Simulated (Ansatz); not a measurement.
Stepwise reaction of `N[Si](N)([AlH2])[SiH3]` with hydrogen, as a gas-phase model of exchange steps in deposition or etching. ΔE in kJ/mol.

Isolated molecules relaxed with PBE0-D4/def2-TZVP in Ansatz; ΔE leaves out vibrations. CCSD(T)/CBS is the MP2 limit (def2-TZVPP, def2-QZVPP) plus CCSD(T) − MP2 in def2-TZVPP, frozen cores. This one scheme is used for every species. Functionals use def2-TZVPP. B3LYP here is the variant with VWN-RPA as its local correlation; programs differ in this. One conformer a species, not always the lowest.

| step | reaction | PBE-D4 | B3LYP-D4 | ωB97M-V | CCSD(T)/CBS |
| --- | --- | --- | --- | --- | --- |
| 1 | `N[Si](N)([AlH2])[SiH3]` + H₂ → `N[SiH]([AlH2])[SiH3]` + NH₃ | 29.4 | 32.1 | 30.7 | 31.0 |
| 2 | `N[SiH]([AlH2])[SiH3]` + H₂ → `[AlH2][SiH2][SiH3]` + NH₃ | -0.7 | 1.2 | -0.8 | -1.0 |

Question: By hand: ΔE of the 2 steps together at CCSD(T)/CBS.

Answer: (31.0) + (-1.0) = 30.0 kJ/mol, or 15.0 kJ/mol a step.

In ΔE each step is lower than the one before. PBE-D4 differs from CCSD(T)/CBS by -1.6 to 0.3 kJ/mol a step. Isolated molecules leave out the surface, adducts and barriers. Largest T1 diagnostic: 0.013.
